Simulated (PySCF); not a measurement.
O4Ru, charge -1, doublet, at a GFN2-xTB geometry (such geometries of metal compounds can be far from the true shape) (the multiplicity is a formal guess) (core potentials on Ru) (in this run its highest filled SCF level lies above zero, so its values depend strongly on the basis, on diffuse functions most of all). Base run: PySCF with TPSS/def2-SVP.

PySCF was given this input:
```python
from pyscf import gto, scf, dft

mol = gto.M(
    atom='''
Ru   -0.000000   -0.000000   -0.000000
O     1.238745    0.801874   -0.801071
O     0.842622   -0.996776    1.056235
O    -1.077429   -1.068659   -0.718554
O    -1.003937    1.263560    0.463391
''',
    basis='def2-svp',
    ecp={'Ru': 'def2-svp'},
    charge=-1,
    spin=1,
    verbose=3,
)

mf = dft.UKS(mol)
mf.xc = 'tpss'
mf.kernel()
mf.analyze()
```

Each row names what was changed in the base input (with any setting that the change needs).

```json
[
 {"change": "base", "ΔE vs base (µEh)": "0.0", "fitting functions": "-", "outcome": "converged"},
 {"change": "auxbasis = default (with mf = mf.density_fit())", "ΔE vs base (µEh)": "-206", "fitting functions": "285", "outcome": "converged"},
 {"change": "auxbasis = even-tempered beta=2.0", "ΔE vs base (µEh)": "-954", "fitting functions": "698", "outcome": "converged"},
 {"change": "auxbasis = autoaux", "ΔE vs base (µEh)": "-49.5", "fitting functions": "676", "outcome": "converged"},
 {"change": "auxbasis = cc-pvdz-jkfit", "ΔE vs base (µEh)": "-", "fitting functions": "-", "outcome": "stopped with an error"},
 {"change": "auxbasis = def2-svp-ri", "ΔE vs base (µEh)": "-", "fitting functions": "-", "outcome": "stopped with an error"},
 {"change": "auxbasis = def2-tzvp-ri", "ΔE vs base (µEh)": "-", "fitting functions": "-", "outcome": "stopped with an error"},
 {"change": "auxbasis = def2-universal-jkfit", "ΔE vs base (µEh)": "-96.9", "fitting functions": "563", "outcome": "converged"},
 {"change": "auxbasis = even-tempered beta=1.6", "ΔE vs base (µEh)": "-7.5", "fitting functions": "1028", "outcome": "converged"},
 {"change": "auxbasis = cc-pvqz-jkfit", "ΔE vs base (µEh)": "-", "fitting functions": "-", "outcome": "stopped with an error"}
]
```

A fitting set is made for a task (jfit for Coulomb, jkfit for Coulomb and exchange, ri for correlation) and for a family of orbital bases.

Open shells are given as the SCF converged; they aren't shown to be the lowest states, and a large step between rows can be another state.

- auxbasis = cc-pvdz-jkfit: ended with `pyscf.lib.exceptions.BasisNotFoundError: Basis set not found for Ru in cc-pvdz-jkfit`
- auxbasis = def2-svp-ri: ended with `pyscf.lib.exceptions.BasisNotFoundError: Basis set not found for Ru in def2-svp-ri`
- auxbasis = def2-tzvp-ri: ended with `pyscf.lib.exceptions.BasisNotFoundError: Basis set not found for Ru in def2-tzvp-ri`
